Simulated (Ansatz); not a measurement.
Consider the redistribution: `[NH2][Sn][Cl]` + `[OH][Ga]([OH])[O][SiH3]` → `[NH2][Sn][O][SiH3]` + `[OH][Ga]([OH])[Cl]`.

Gas-phase electronic energies from Ansatz, PBE0-D4/def2-TZVP geometries. CCSD(T)/CBS adds triple-zeta CCSD(T) − MP2 to the extrapolated MP2 energy (def2 sets, frozen cores). Functionals use def2-TZVPP. def2 core potentials past Kr. For Ga, Sn outer-core shells are correlated without core-valence functions, which leaves a few kJ/mol of doubt a bond. Scalar relativity is left out up to krypton. One conformer a species, not always the lowest.

`[NH2][Sn][Cl]`:

Cartesian coordinates in Å:
```
N 0.740 0.003 0.218
Sn -1.110 0.269 0.941
Cl -2.142 -0.126 -1.173
H 0.927 -0.217 -0.749
H 1.586 0.070 0.763
```

`[OH][Ga]([OH])[O][SiH3]`:

```xyz
10

O    -1.099    1.631   -1.085
Ga   -0.437    1.019    0.436
O    -0.583    1.946    1.938
O     0.383   -0.546    0.446
Si    0.767   -1.728   -0.616
H    -1.526    2.486   -0.998
H    -0.183    1.507    2.693
H     1.469   -2.806    0.126
H    -0.454   -2.294   -1.253
H     1.663   -1.215   -1.688
```

`[NH2][Sn][O][SiH3]`:

Cartesian coordinates in Å:
```
N 1.542 1.362 0.080
Sn 0.164 1.746 -1.333
O -0.972 0.169 -0.911
Si -1.113 -1.125 0.060
H 1.504 0.576 0.712
H 2.355 1.933 0.248
H 0.010 -1.214 1.044
H -1.107 -2.383 -0.737
H -2.382 -1.063 0.837
```

`[OH][Ga]([OH])[Cl]`:

Z-matrix (Å, degrees):
```
Ga
O 1 1.766
Cl 1 2.121 2 119.0
O 1 1.772 2 119.7 3 180.0
H 2 0.961 1 112.5 3 -180.0
H 4 0.960 1 113.7 2 180.0
```

```json
{"level": "PBE-D4", "ΔE (kcal/mol)": "1.6"}
{"level": "PBE0-D4", "ΔE (kcal/mol)": "2.1"}
{"level": "PBE0", "ΔE (kcal/mol)": "2.4"}
{"level": "CCSD(T)/def2-TZVPP", "ΔE (kcal/mol)": "1.9"}
```

Problem. What does CCSD(T)/CBS give? (Best estimate.)

Solution. Ansatz gave: +1.9 kcal/mol. The listed levels differ from it by -0.3, 0.2, 0.5, 0.0 kcal/mol.

Largest T1 diagnostic among the species: 0.016.

In def2-TZVPP, CCSD(T) changes the Hartree–Fock value by −1.8 kcal/mol (the triples alone add −0.4 kcal/mol) and MP2 by −1.6 kcal/mol.
